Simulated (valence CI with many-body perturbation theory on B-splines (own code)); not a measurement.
**E1 line list for As²⁶⁺**

Computed by valence CI with perturbative core correlation (CI+MBPT): five valence electrons over a frozen Dirac-Fock core [He], a basis of 11 s, 11 p, 10 d, 8 f, 5 g, 2 h functions for each j, with the one-electron correlation potential Σ1, the two-electron term Σ2, the three-electron term Σ3, Breit, model QED; selected CI, second order for the rest, scaled by the run's own slope (own B-spline code, finite nucleus).

No measured spectrum was set against this ion. As an estimate, large intervals hold to a few tenths of a per cent, small ones and those within an open d or f shell to about a per cent. Among the levels kept, up to 5300 cm⁻¹ of a level comes from second order outside the variational space, and about a tenth of that is noise between levels of different J, which matters for small intervals.

Lines 201 to 250 of 600 in falling wavelength, among levels below 138.25 Ry, chosen from the strongest by gf and those to the six lowest levels. Wavelengths and rates use the calculated energies. Electric multipoles are in the length gauge with retardation, E1 and E2 with the static RPA response of the core. Weak lines are less certain than strong ones. Lines between different terms over intervals too small for the method are left out, as are lines whose strength nearly cancels. Where a level lies close to another of its J and parity, the split of strength between their lines is uncertain. The highest levels of a list are the least certain.

Levels are named by their leading jj configuration (3d3/2^4 stands for four electrons in 3d with j = 3/2), which in mixed levels can hold well under half, so a name can repeat and another be missing. Letters in brackets count levels of one name in rising energy.

```csv
λ vac (Å),Upper,Lower,A (s⁻¹),S (a.u.)
86.87,(2s 2p1/2^2 2p3/2^2) J=5/2,(2s^2 2p1/2^2 2p3/2) J=3/2,1.75e+10,3.40e-02
86.11,(2p1/2^2 2p3/2^2 3s) J=3/2,(2s 2p1/2 2p3/2^2 3s) J=5/2 [b],4.87e+10,6.14e-02
83.74,(2p1/2^2 2p3/2^2 3s) J=5/2,(2s 2p1/2 2p3/2^2 3s) J=7/2,4.00e+10,6.95e-02
83.40,(2s 2p1/2 2p3/2^3) J=3/2 [c],(2s^2 2p3/2^3) J=3/2,1.22e+10,1.40e-02
81.80,(2p1/2^2 2p3/2^3) J=3/2,(2s 2p1/2 2p3/2^3) J=5/2,5.40e+10,5.84e-02
80.73,(2s 2p1/2^2 2p3/2 3d5/2) J=7/2,(2s^2 2p1/2^2 3d5/2) J=5/2,1.96e+10,4.08e-02
80.54,(2s 2p1/2 2p3/2^2 3d3/2) J=5/2 [a],(2s^2 2p1/2^2 3d5/2) J=5/2,1.56e+10,2.42e-02
80.02,(2p1/2^2 2p3/2^2 3s) J=3/2,(2s 2p1/2 2p3/2^2 3s) J=3/2 [a],3.17e+10,3.21e-02
79.85,(2s 2p1/2^2 2p3/2 3d3/2) J=3/2 [b],(2s^2 2p1/2^2 3d3/2) J=3/2,3.00e+10,3.01e-02
78.76,(2s 2p1/2^2 2p3/2 3d3/2) J=5/2 [b],(2s^2 2p1/2^2 3d3/2) J=3/2,2.35e+10,3.40e-02
78.62,(2s 2p3/2^3 3d3/2) J=7/2,(2s^2 2p3/2^2 3d3/2) J=7/2,4.76e+10,9.14e-02
78.55,(2s 2p3/2^3 3p1/2) J=5/2,(2s^2 2p3/2^2 3p3/2) J=5/2,3.95e+10,5.67e-02
78.43,(2s 2p3/2^3 3d5/2) J=9/2,(2s^2 2p3/2^2 3d5/2) J=9/2,5.50e+10,1.31e-01
78.35,(2s 2p3/2^3 3p1/2) J=5/2,(2s^2 2p3/2^2 3p1/2) J=5/2,1.91e+10,2.72e-02
78.17,(2s 2p1/2^2 2p3/2 3p3/2) J=5/2 [b],(2s^2 2p1/2^2 3p3/2) J=3/2,2.09e+10,2.96e-02
78.00,(2p1/2^2 2p3/2^2 3s) J=5/2,(2s 2p1/2 2p3/2^2 3s) J=5/2 [a],2.53e+10,3.55e-02
77.76,(2s 2p1/2^2 2p3/2 3p1/2) J=3/2 [b],(2s^2 2p1/2^2 3p1/2) J=1/2,2.95e+10,2.74e-02
77.63,(2s 2p1/2 2p3/2^2 3d5/2) J=7/2 [d],(2s^2 2p1/2 2p3/2 3d5/2) J=7/2 [b],3.01e+10,5.57e-02
77.60,(2s 2p1/2^2 2p3/2 3p3/2) J=3/2 [b],(2s^2 2p1/2^2 3p3/2) J=3/2,3.71e+10,3.42e-02
77.40,(2s 2p1/2^2 2p3/2 3s) J=3/2 [b],(2s^2 2p1/2^2 3s) J=1/2,3.51e+10,3.21e-02
77.34,(2s 2p1/2^2 2p3/2 3d5/2) J=5/2 [b],(2s^2 2p1/2^2 3d5/2) J=5/2,2.00e+10,2.74e-02
77.33,(2s 2p3/2^3 3p3/2) J=7/2,(2s^2 2p3/2^2 3p3/2) J=7/2,6.54e+10,1.19e-01
76.95,(2p1/2^2 2p3/2^3) J=3/2,(2s 2p1/2 2p3/2^3) J=3/2 [b],4.16e+10,3.74e-02
76.90,(2s 2p3/2^3 3d3/2) J=3/2,(2s^2 2p3/2^2 3d3/2) J=5/2,3.99e+10,3.59e-02
76.89,(2s 2p3/2^3 3s) J=5/2,(2s^2 2p3/2^2 3s) J=5/2,7.75e+10,1.04e-01
76.68,(2s 2p3/2^3 3p3/2) J=5/2 [b],(2s^2 2p3/2^2 3p3/2) J=3/2 [b],2.95e+10,3.94e-02
76.57,(2s 2p3/2^3 3d5/2) J=7/2,(2s^2 2p3/2^2 3d5/2) J=9/2,1.38e+10,2.44e-02
76.27,(2s 2p3/2^3 3s) J=3/2 [a],(2s^2 2p3/2^2 3s) J=3/2,5.00e+10,4.38e-02
76.26,(2p1/2 2p3/2^4) J=1/2,(2s 2p1/2 2p3/2^3) J=3/2 [c],1.02e+11,4.47e-02
76.19,(2p1/2^2 2p3/2^2 3s) J=5/2,(2s 2p1/2^2 2p3/2 3s) J=3/2 [b],1.80e+10,2.36e-02
76.18,(2s 2p1/2 2p3/2^2 3p3/2) J=5/2 [d],(2s^2 2p1/2 2p3/2 3p3/2) J=5/2 [b],3.70e+10,4.84e-02
76.00,(2s 2p1/2^2 2p3/2 3d5/2) J=3/2 [b],(2s^2 2p1/2^2 3d5/2) J=5/2,3.79e+10,3.28e-02
75.49,(2s 2p3/2^3 3p1/2) J=3/2 [a],(2s^2 2p3/2^2 3p1/2) J=3/2,5.87e+10,4.99e-02
75.48,(2s 2p1/2 2p3/2^2 3d5/2) J=9/2 [c],(2s^2 2p1/2 2p3/2 3d5/2) J=9/2,3.83e+10,8.14e-02
75.44,(2s 2p3/2^3 3d5/2) J=7/2,(2s^2 2p3/2^2 3d5/2) J=7/2,3.07e+10,5.20e-02
75.19,(2s 2p1/2 2p3/2^2 3s) J=1/2 [a],(2s^2 2p1/2 2p3/2 3s) J=3/2 [a],5.69e+10,2.39e-02
75.18,(2s 2p1/2 2p3/2^2 3d3/2) J=3/2 [e],(2s^2 2p1/2 2p3/2 3d3/2) J=5/2 [b],2.94e+10,2.47e-02
75.10,(2s 2p1/2 2p3/2^3) J=5/2,(2s^2 2p1/2 2p3/2^2) J=5/2,5.63e+10,7.06e-02
75.02,(2s 2p1/2 2p3/2^2 3d5/2) J=5/2 [g],(2s^2 2p1/2 2p3/2 3d5/2) J=5/2 [b],2.51e+10,3.13e-02
75.02,(2s 2p1/2 2p3/2^2 3p3/2) J=7/2 [c],(2s^2 2p1/2 2p3/2 3p3/2) J=7/2,5.13e+10,8.55e-02
74.66,(2s 2p3/2^3 3d5/2) J=5/2,(2s^2 2p3/2^2 3d5/2) J=7/2,3.92e+10,4.83e-02
74.65,(2s 2p3/2^3 3p3/2) J=3/2 [a],(2s^2 2p3/2^2 3p3/2) J=5/2,3.10e+10,2.54e-02
74.64,(2s 2p1/2 2p3/2^3) J=3/2 [a],(2s^2 2p1/2^2 2p3/2) J=3/2,4.81e+10,3.95e-02
74.60,(2s 2p1/2 2p3/2^3) J=3/2 [b],(2s^2 2p1/2 2p3/2^2) J=3/2,7.34e+10,6.02e-02
74.58,(2s 2p1/2 2p3/2^2 3d5/2) J=3/2 [c],(2s^2 2p1/2 2p3/2 3d5/2) J=5/2 [a],2.60e+10,2.13e-02
74.38,(2s 2p3/2^3 3p3/2) J=5/2 [a],(2s^2 2p3/2^2 3p1/2) J=5/2,3.43e+10,4.18e-02
74.38,(2s 2p3/2^3 3p1/2) J=3/2 [b],(2s^2 2p3/2^2 3p1/2) J=1/2,2.75e+10,2.24e-02
74.30,(2s 2p1/2 2p3/2^2 3d5/2) J=7/2 [c],(2s^2 2p1/2 2p3/2 3d5/2) J=7/2 [a],2.68e+10,4.34e-02
74.22,(2s 2p1/2 2p3/2^2 3p1/2) J=5/2 [c],(2s^2 2p1/2 2p3/2 3p1/2) J=5/2,5.51e+10,6.67e-02
74.09,(2s 2p3/2^3 3s) J=3/2 [b],(2s^2 2p3/2^2 3s) J=1/2,2.59e+10,2.08e-02
```
